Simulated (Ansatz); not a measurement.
```yaml
crystal:
  periodic: [false, false, false]
  atoms:
    - {symbol: B, position_ang: [-0.378955, -1.435312, -0.537247]}
    - {symbol: B, position_ang: [0.504005, 0.375148, 1.723719]}
    - {symbol: B, position_ang: [0.291079, -1.133351, 1.059547]}
    - {symbol: B, position_ang: [-0.886695, -0.250357, -1.585551]}
    - {symbol: B, position_ang: [0.162914, 0.985534, -1.222555]}
    - {symbol: B, position_ang: [-0.525482, 0.170848, 0.187937]}
    - {symbol: B, position_ang: [0.833134, 1.287499, 0.374160]}
basis:
  gaussian: {orbitals: def2-TZVPD}
total_charge: -1
hamiltonian: {xc: {name: HF}}
```

```sh
$ ansatz run in.yaml --threads 4 --pin off --events-out ev --progress --plain --max-ram 4787MiB
```

It prints (some lines left out):

```
Functional definition: HF
1659 factors; their error is unknown
mean field evaluation 1: about -4690.0346 eV, gradient 2.4e1 eV
mean field evaluation 2: about -4693.1117 eV, gradient 9.8e0 eV
mean field evaluation 4: about -4694.1470 eV, gradient 1.9e0 eV
mean field evaluation 8: about -4694.2583 eV, gradient 1.9e-1 eV
mean field evaluation 16: about -4690.0978 eV, gradient 2.3e1 eV
mean field -4694.32068876 eV, -172.5131033871 hartree, gradient 1.4e-5 eV, S^2 0.000000; 0 other end points of the search recorded, 0 dependent functions left out
reference -4694.32068876 eV, -172.5131033871 hartree; 18, 18 occupied and 241, 241 virtual orbitals, 1659 factors
Total energy: -4694.32068876 eV, -172.5131033871 hartree
```

It took 1.8 s on 4 threads of Arm Neoverse V2 on a shared host.

The restricted singlet is unstable towards broken spin symmetry in Hartree–Fock (as tested in another run); at RHF/def2-TZVPD this wasn't settled.
